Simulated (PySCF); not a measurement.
# [Gd(H2O)4]3+ at several levels of theory

Computed with PySCF 2.14.0 (density fitting, no spin-orbit coupling) at the geometry relaxed with B3LYP:

```xyz
13
[Gd(H2O)4]3+ (singlet in the valence; each metal's 4f electrons, 7 of them, lie in its core potential, out of spins and levels)
Gd    0.0000    0.0000    0.0000
O     1.3850    1.2814    1.3470
H     1.3161    1.4440    2.3189
H     2.1914    1.7893    1.0874
O    -1.3850   -1.3470    1.2814
H    -2.1898   -1.0879    1.7905
H    -1.3176   -2.3185    1.4429
O     1.3850   -1.2814   -1.3470
H     2.1914   -1.7893   -1.0874
H     1.3161   -1.4440   -2.3189
O    -1.3850    1.3470   -1.2814
H    -1.3176    2.3185   -1.4429
H    -2.1898    1.0879   -1.7905
```

| level | basis | state | HOMO (eV) | gap (eV) | charge on Gd1 (e) | population of f-type functions on Gd1 (polarisation alone where 4f lies in the core) | dipole about the centre of mass (D) | largest force component (eV/Å) |
| --- | --- | --- | --- | --- | --- | --- | --- | --- |
| B3LYP | Gd lcecp-1-SVP with ECP53, O def2-SVP, H def2-SVP | singlet | -23.86 | 8.34 | 1.73 | 0.05 | 0.00 | 0.02 |
| B3LYP | Gd lcecp-1-TZVP with ECP53, O def2-TZVP, H def2-TZVP | singlet | -23.92 | 8.44 | 2.12 | 0.06 | 0.00 | 0.26 |
| PBE0 | Gd def2-SVP with ECP28, O def2-SVP, H def2-SVP | octet | -24.15 | 8.37 | 1.84 | 7.04 | 0.00 | 0.20 |

In the lcecp rows the 4f levels are missing from HOMO and gap, and the state counts the valence alone.

HOMO and gap are taken over both spins. Charges are Mulliken's, which hang on the basis. The relaxation used the grid (50, 194), these runs (75, 302) or, all-electron (x2c bases, spin-free X2C Hamiltonian), (99, 590).

**Question.** Order these levels, in the first row's basis, by the HOMO–LUMO gap they give here, smallest first.
A. wB97X
B. TPSSh
C. CAM-B3LYP
D. HF

**Answer.** B (7.55 eV), C (11.62 eV), A (13.81 eV), D (17.71 eV).

**Question.** And their other results?

**Answer.** 
| level | state | HOMO (eV) | gap (eV) | charge on Gd1 (e) | population of f-type functions on Gd1 (polarisation alone where 4f lies in the core) | dipole about the centre of mass (D) | largest force component (eV/Å) |
| --- | --- | --- | --- | --- | --- | --- | --- |
| HF | singlet | -29.04 | 17.71 | 2.14 | 0.04 | 0.00 | 1.03 |
| TPSSh | singlet | -23.15 | 7.55 | 1.75 | 0.05 | 0.00 | 0.09 |
| CAM-B3LYP | singlet | -25.70 | 11.62 | 1.75 | 0.05 | 0.00 | 0.06 |
| wB97X | singlet | -26.78 | 13.81 | 1.80 | 0.05 | 0.00 | 0.20 |

In the first row's basis the gap widens with exact exchange: 7.6 to 8.3 eV for TPSSh, B3LYP (a fixed share); 11.6 to 17.7 eV for CAM-B3LYP, wB97X, Hartree–Fock (rising or full at long range).

A frequency check found unstable modes (1, the lowest at -20 cm⁻¹), so the relaxed geometry is a saddle point, or these are noise. An lcecp potential fixes the number of 4f electrons, so in runs with it no electron can move into or out of that shell.

Rows with open f shells in the valence may stand above their lowest state, and their gaps can end on f levels.
